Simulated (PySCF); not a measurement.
H₂FNTe, singlet, at a GFN2-xTB geometry (core potentials on Te); B3LYP/def2-SVP, polarisability by finite fields in PySCF.

PySCF was given this input:
```python
from pyscf import gto, scf, dft

mol = gto.M(
    atom='''
Te    0.03476790   -0.01230241    0.35516398
F     0.21534570    1.51210904   -0.96366200
N    -0.40055827   -1.43018672   -0.96097333
H     0.33342615   -1.64745450   -1.61896774
H    -1.27556053   -1.31049445   -1.44978809
''',
    basis='def2-svp',
    ecp={'Te': 'def2-svp'},
    verbose=4,
)

mf = dft.RKS(mol)
mf.xc = 'b3lyp'
mf.conv_tol = 1e-11
mf.kernel()
h0, z, done = mf.get_hcore(), mol.intor('int1e_r')[2], []
def energy(F):
    f = mf.copy()
    f.scf_summary = {}
    f.get_hcore = lambda *a: h0 + F * z
    e = f.kernel(mf.make_rdm1())
    done.append(f.converged)
    return e
F = 0.02
alpha = -(energy(F) + energy(-F) - 2 * mf.e_tot) / F**2
print('alpha_zz =', alpha)
```

### Question
Predict the main parts of the log of this PySCF run.

### Answer

```
PySCF version 2.14.0

[INPUT] verbose = 4
[INPUT] num. atoms = 5
[INPUT] num. electrons = 42
[INPUT] charge = 0
[INPUT] spin (= nelec alpha-beta = 2S) = 0
[INPUT] symmetry False subgroup None
[INPUT] Mole.unit = angstrom
[INPUT] Symbol           X                Y                Z      unit          X                Y                Z       unit  Magmom
[INPUT]  1 Te     0.034767900000  -0.012302410000   0.355163980000 AA    0.065701808926  -0.023248185572   0.671162651511 Bohr   0.0
[INPUT]  2 F      0.215345700000   1.512109040000  -0.963662000000 AA    0.406944395103   2.857471956079  -1.821057256651 Bohr   0.0
[INPUT]  3 N     -0.400558270000  -1.430186720000  -0.960973330000 AA   -0.756945427230  -2.702661207790  -1.815976406711 Bohr   0.0
[INPUT]  4 H      0.333426150000  -1.647454500000  -1.618967740000 AA    0.630084106268  -3.113237807682  -3.059405633106 Bohr   0.0
[INPUT]  5 H     -1.275560530000  -1.310494450000  -1.449788090000 AA   -2.410460057005  -2.476475598263  -2.739702428756 Bohr   0.0

nuclear repulsion = 132.85442311758
number of shells = 28
number of NR pGTOs = 123
number of NR cGTOs = 64
basis = def2-svp
ecp = {'Te': 'def2-svp'}

******** <class 'pyscf.dft.rks.RKS'> ********
method = RKS
initial guess = minao
damping factor = 0
level_shift factor = 0
DIIS = <class 'pyscf.scf.diis.CDIIS'>
diis_start_cycle = 1
diis_space = 8
diis_damp = 0
SCF conv_tol = 1e-11
SCF conv_tol_grad = None
SCF max_cycles = 50
direct_scf = True
direct_scf_tol = 1e-13
XC library pyscf.dft.libxc version 7.1.2
    S. Lehtola, C. Steigemann, M. J. T. Oliveira, and M. A. L. Marques,  SoftwareX 7, 1–5 (2018)
XC functionals = b3lyp
    P. J. Stephens, F. J. Devlin, C. F. Chabalowski, and M. J. Frisch,  J. Phys. Chem. 98, 11623 (1994)
radial grids:
    Treutler-Ahlrichs [JCP 102, 346 (1995); DOI:10.1063/1.469408] (M4) radial grids

becke partition: Becke, JCP 88, 2547 (1988); DOI:10.1063/1.454033
pruning grids: <function nwchem_prune>
grids dens level: 3
symmetrized grids: False
atomic radii adjust function: <function treutler_atomic_radii_adjust>
small_rho_cutoff = 0
Set gradient conv threshold to 3.16228e-06
Initial guess from minao.
tot grids = 69744
init E= -396.051592727538
  HOMO = -0.845016308531424  LUMO = -0.74221128281841  gap/eV = 2.79747
cycle= 1 E= -420.940020636876  delta_E= -24.9  |g|= 3.23  |ddm|= 8.07
  HOMO = 0.0675865915566577  LUMO = 0.0773340304425935  gap/eV = 0.26524
cycle= 2 E= -403.213833699582  delta_E= 17.7  |g|= 8.09  |ddm|= 10.8
  HOMO = -0.0106004658589209  LUMO = 0.00751274169463555  gap/eV = 0.49289
cycle= 3 E= -422.885294207265  delta_E= -19.7  |g|= 1.97  |ddm|= 8.17
  HOMO = -0.0508578787353287  LUMO = -0.0130563301445292  gap/eV = 1.02863
cycle= 4 E= -422.113882046136  delta_E= 0.771  |g|= 2.78  |ddm|= 3.76
  HOMO = -0.190963004494101  LUMO = -0.0632784878388399  gap/eV = 3.47447
cycle= 5 E= -423.748540275389  delta_E= -1.63  |g|= 0.173  |ddm|= 2.59
  HOMO = -0.232645116700986  LUMO = -0.0894189786304231  gap/eV = 3.89738
cycle= 6 E= -423.75377379193  delta_E= -0.00523  |g|= 0.144  |ddm|= 0.387
  HOMO = -0.221357176621844  LUMO = -0.0755637317178923  gap/eV = 3.96724
cycle= 7 E= -423.758004994445  delta_E= -0.00423  |g|= 0.043  |ddm|= 0.136
  HOMO = -0.219832745878829  LUMO = -0.074671424356314  gap/eV = 3.95004
cycle= 8 E= -423.758445989021  delta_E= -0.000441  |g|= 0.0102  |ddm|= 0.0437
  HOMO = -0.219804516707296  LUMO = -0.0748339678936567  gap/eV = 3.94485
cycle= 9 E= -423.758475172686  delta_E= -2.92e-05  |g|= 0.0013  |ddm|= 0.0127
  HOMO = -0.219936904688684  LUMO = -0.0749120662517377  gap/eV = 3.94633
cycle= 10 E= -423.758475650207  delta_E= -4.78e-07  |g|= 0.000464  |ddm|= 0.00192
  HOMO = -0.219925136583047  LUMO = -0.0748974291355822  gap/eV = 3.94640
cycle= 11 E= -423.758475694883  delta_E= -4.47e-08  |g|= 5.94e-05  |ddm|= 0.000371
  HOMO = -0.219921453880477  LUMO = -0.0748936841803989  gap/eV = 3.94641
cycle= 12 E= -423.758475695876  delta_E= -9.92e-10  |g|= 1.44e-05  |ddm|= 8.68e-05
  HOMO = -0.219922036085563  LUMO = -0.0748938819890412  gap/eV = 3.94642
cycle= 13 E= -423.758475695934  delta_E= -5.85e-11  |g|= 2.59e-06  |ddm|= 1.99e-05
  HOMO = -0.219922344504038  LUMO = -0.0748941672711112  gap/eV = 3.94642
cycle= 14 E= -423.75847569594  delta_E= -5.46e-12  |g|= 8.56e-07  |ddm|= 5.07e-06
  HOMO = -0.219922280365537  LUMO = -0.074894133211  gap/eV = 3.94642
Extra cycle  E= -423.758475695937  delta_E= 2.05e-12  |g|= 1.7e-06  |ddm|= 2.49e-06
converged SCF energy = -423.758475695937

******** <class 'pyscf.dft.rks.RKS'> ********
method = RKS
initial guess = minao
damping factor = 0
level_shift factor = 0
DIIS = <class 'pyscf.scf.diis.CDIIS'>
diis_start_cycle = 1
diis_space = 8
diis_damp = 0
SCF conv_tol = 1e-11
SCF conv_tol_grad = None
SCF max_cycles = 50
direct_scf = True
direct_scf_tol = 1e-13
XC library pyscf.dft.libxc version 7.1.2
    S. Lehtola, C. Steigemann, M. J. T. Oliveira, and M. A. L. Marques,  SoftwareX 7, 1–5 (2018)
XC functionals = b3lyp
    P. J. Stephens, F. J. Devlin, C. F. Chabalowski, and M. J. Frisch,  J. Phys. Chem. 98, 11623 (1994)
radial grids:
    Treutler-Ahlrichs [JCP 102, 346 (1995); DOI:10.1063/1.469408] (M4) radial grids

becke partition: Becke, JCP 88, 2547 (1988); DOI:10.1063/1.454033
pruning grids: <function nwchem_prune>
grids dens level: 3
symmetrized grids: False
atomic radii adjust function: <function treutler_atomic_radii_adjust>
small_rho_cutoff = 0
Overwritten attributes  get_hcore  of <class 'pyscf.dft.rks.RKS'>
Set gradient conv threshold to 3.16228e-06
init E= -424.137593688838
  HOMO = -0.210198743175734  LUMO = -0.0646426433103612  gap/eV = 3.96078
cycle= 1 E= -424.140415998851  delta_E= -0.00282  |g|= 0.12  |ddm|= 0.395
  HOMO = -0.224631572601922  LUMO = -0.0753521888926691  gap/eV = 4.06210
cycle= 2 E= -424.133900221233  delta_E= 0.00652  |g|= 0.222  |ddm|= 0.336
  HOMO = -0.220256302881186  LUMO = -0.0741412019026448  gap/eV = 3.97599
cycle= 3 E= -424.144687458081  delta_E= -0.0108  |g|= 0.0197  |ddm|= 0.179
  HOMO = -0.218482857117561  LUMO = -0.0717209372069867  gap/eV = 3.99360
cycle= 4 E= -424.144796708533  delta_E= -0.000109  |g|= 0.0077  |ddm|= 0.0299
  HOMO = -0.2185091925544  LUMO = -0.0717265383079919  gap/eV = 3.99416
cycle= 5 E= -424.144808387411  delta_E= -1.17e-05  |g|= 0.00168  |ddm|= 0.00698
  HOMO = -0.218519420260154  LUMO = -0.0717273611304776  gap/eV = 3.99442
cycle= 6 E= -424.144809070296  delta_E= -6.83e-07  |g|= 0.000216  |ddm|= 0.00177
  HOMO = -0.218520443850075  LUMO = -0.0717266937164922  gap/eV = 3.99446
cycle= 7 E= -424.144809084125  delta_E= -1.38e-08  |g|= 3.74e-05  |ddm|= 0.000328
  HOMO = -0.218519607956328  LUMO = -0.0717257459561758  gap/eV = 3.99446
cycle= 8 E= -424.14480908461  delta_E= -4.85e-10  |g|= 3.32e-06  |ddm|= 5.91e-05
  HOMO = -0.218520031390778  LUMO = -0.071726240046047  gap/eV = 3.99446
cycle= 9 E= -424.144809084619  delta_E= -9.32e-12  |g|= 6.77e-07  |ddm|= 8.62e-06
  HOMO = -0.218519917823379  LUMO = -0.0717261227863411  gap/eV = 3.99446
Extra cycle  E= -424.144809084617  delta_E= 2.5e-12  |g|= 8.22e-07  |ddm|= 1.46e-06
converged SCF energy = -424.144809084617

******** <class 'pyscf.dft.rks.RKS'> ********
method = RKS
initial guess = minao
damping factor = 0
level_shift factor = 0
DIIS = <class 'pyscf.scf.diis.CDIIS'>
diis_start_cycle = 1
diis_space = 8
diis_damp = 0
SCF conv_tol = 1e-11
SCF conv_tol_grad = None
SCF max_cycles = 50
direct_scf = True
direct_scf_tol = 1e-13
XC library pyscf.dft.libxc version 7.1.2
    S. Lehtola, C. Steigemann, M. J. T. Oliveira, and M. A. L. Marques,  SoftwareX 7, 1–5 (2018)
XC functionals = b3lyp
    P. J. Stephens, F. J. Devlin, C. F. Chabalowski, and M. J. Frisch,  J. Phys. Chem. 98, 11623 (1994)
radial grids:
    Treutler-Ahlrichs [JCP 102, 346 (1995); DOI:10.1063/1.469408] (M4) radial grids

becke partition: Becke, JCP 88, 2547 (1988); DOI:10.1063/1.454033
pruning grids: <function nwchem_prune>
grids dens level: 3
symmetrized grids: False
atomic radii adjust function: <function treutler_atomic_radii_adjust>
small_rho_cutoff = 0
Set gradient conv threshold to 3.16228e-06
init E= -423.379357703036
  HOMO = -0.228560959858452  LUMO = -0.0860366348622463  gap/eV = 3.87828
cycle= 1 E= -423.380559167082  delta_E= -0.0012  |g|= 0.145  |ddm|= 0.402
  HOMO = -0.213752683115825  LUMO = -0.0765589005020324  gap/eV = 3.73323
cycle= 2 E= -423.368837250403  delta_E= 0.0117  |g|= 0.282  |ddm|= 0.395
  HOMO = -0.220115767830102  LUMO = -0.0772207896492816  gap/eV = 3.88837
cycle= 3 E= -423.386579436163  delta_E= -0.0177  |g|= 0.0192  |ddm|= 0.223
  HOMO = -0.222406197132464  LUMO = -0.0798494970919634  gap/eV = 3.87917
cycle= 4 E= -423.386705612441  delta_E= -0.000126  |g|= 0.00809  |ddm|= 0.0316
  HOMO = -0.22225411498863  LUMO = -0.0796965831021446  gap/eV = 3.87919
cycle= 5 E= -423.386717980151  delta_E= -1.24e-05  |g|= 0.0025  |ddm|= 0.00832
  HOMO = -0.222218790624613  LUMO = -0.0796155328259829  gap/eV = 3.88043
cycle= 6 E= -423.386719462712  delta_E= -1.48e-06  |g|= 0.000233  |ddm|= 0.00245
  HOMO = -0.222222688380839  LUMO = -0.079610972926794  gap/eV = 3.88066
cycle= 7 E= -423.38671947884  delta_E= -1.61e-08  |g|= 6.01e-05  |ddm|= 0.000366
  HOMO = -0.222220673847804  LUMO = -0.0796099241767543  gap/eV = 3.88064
cycle= 8 E= -423.386719479995  delta_E= -1.16e-09  |g|= 7.81e-06  |ddm|= 8.11e-05
  HOMO = -0.222220772955637  LUMO = -0.0796101129710109  gap/eV = 3.88063
cycle= 9 E= -423.386719480016  delta_E= -2.17e-11  |g|= 1.32e-06  |ddm|= 1.27e-05
  HOMO = -0.222220766152468  LUMO = -0.0796100963258191  gap/eV = 3.88063
cycle= 10 E= -423.386719480017  delta_E= -7.96e-13  |g|= 2.91e-07  |ddm|= 2.13e-06
  HOMO = -0.222220808422112  LUMO = -0.0796101293612743  gap/eV = 3.88063
Extra cycle  E= -423.386719480018  delta_E= -4.55e-13  |g|= 4.62e-07  |ddm|= 8.63e-07
converged SCF energy = -423.386719480018
alpha_zz = 36.44293189893233
```
